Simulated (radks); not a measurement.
All-electron atom: the cobalt ion Co+ in [Ar] 3d8 (the NIST ground configuration).

Calculated with a radial shooting solver on a logarithmic mesh with Libxc functionals: scalar-relativistic Kohn-Sham, LDA (Slater exchange, Perdew-Wang correlation), spin-polarised, spherical densities, finite nucleus; open shells are filled with parallel spins first; Fermi nuclear charge, rms radius 3.7875 fm.

Energy parts (hartree):
part                       energy
total                 -1390.55781
kinetic                1407.85764
electron-nucleus      -3330.38647
Hartree                 588.96795
exchange-correlation    -56.99692

Orbitals (lengths in bohr, moments of r in powers of bohr):
orbital  occ.  eigenvalue (hartree)     <r^2>      <r>
1s up       1             -278.5567  0.004260  0.05628
1s down     1             -278.5564  0.004260  0.05628
2s up       1             -33.07289   0.07742   0.2561
2s down     1             -33.03568   0.07732   0.2559
2p up       3             -28.38129   0.06235   0.2253
2p down     3             -28.35262   0.06224   0.2251
3s up       1              -3.89730    0.7019   0.7788
3s down     1              -3.82352    0.7047   0.7802
3p up       3              -2.56629    0.8032   0.8235
3p down     3              -2.49445    0.8091   0.8262
3d up       5              -0.48916     1.704    1.119
3d down     3              -0.42709     1.880    1.165

The highest occupied level is 3d down at -11.622 eV. The electron density at the nucleus is 1.726e+04 e/bohr^3 (large components only). Spin moment in Bohr magnetons: 2. The density falls to 0.001 e/bohr^3 at r = 3.43 bohr.
